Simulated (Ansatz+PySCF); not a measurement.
Two shapes of singlet BeH₂.

Shape 1:

```xyz
3

H     0.0000    0.0000   -2.6782
Be    0.0000    0.0000    0.0000
H     0.0000    0.0000    2.6782
```

Shape 2:

```xyz
3

H     0.0000    0.0000   -2.0087
Be    0.0000    0.0000    0.0000
H     0.0000    0.0000    2.0087
```

Basis set: cc-pVDZ (spherical functions). All electrons are correlated. Charge 0, multiplicity 1.

Computed with Ansatz (development build ahead of 0.2.0); each method stands on the lowest determinant of its kind that the runs found.

Task: Which shape is lower in energy, and by how much in each method?

Result:

| method | E(2) − E(1) (eV) |
| --- | --- |
| RHF | -4.166 |
| UHF | -1.750 |
| RHF-MP2 | -3.698 |
| PBE0 (restricted) | -3.508 |
| ωB97X (restricted) | -3.858 |

Shape 2 is lower. Caution for RHF, RHF-MP2, PBE0 (restricted), ωB97X (restricted): an unrestricted determinant lies well below. Caution for UHF: the unrestricted determinant is a mixture of spin states; the determinant breaks the point group. Caution for RHF-MP2: large amplitudes, a single reference is doubtful; bonds are stretched, where a single reference can fail. Caution for PBE0 (restricted), ωB97X (restricted): charge can spread falsely over distant fragments.
